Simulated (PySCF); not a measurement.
SiH2ClBr, SMILES Cl[SiH2]Br.

Geometry: PBE-D3(BJ)/def2-TZVP.

Computed with PBE-D3(BJ)/def2-TZVP (PySCF 2.14.0).

Frequencies are harmonic and unscaled.

Computed vibrational spectrum:
```
mode  ν (cm⁻¹)  IR (km/mol)  moving atoms (share of kinetic energy)
----  --------  -----------  --------------------------------------
1          147          1.0               Cl 53 %, Br 28 %, Si 18 %
2          412         38.9                        Si 65 %, Br 25 %
3          545        100.6                        Si 55 %, Cl 41 %
4          547         19.2                         H 81 %, Si 16 %
5          670          1.2                                  H 99 %
6          820        231.1                                  H 92 %
7          911         96.1                                  H 96 %
8         2197         57.5                                  H 98 %
9         2215         68.6                                  H 95 %
```
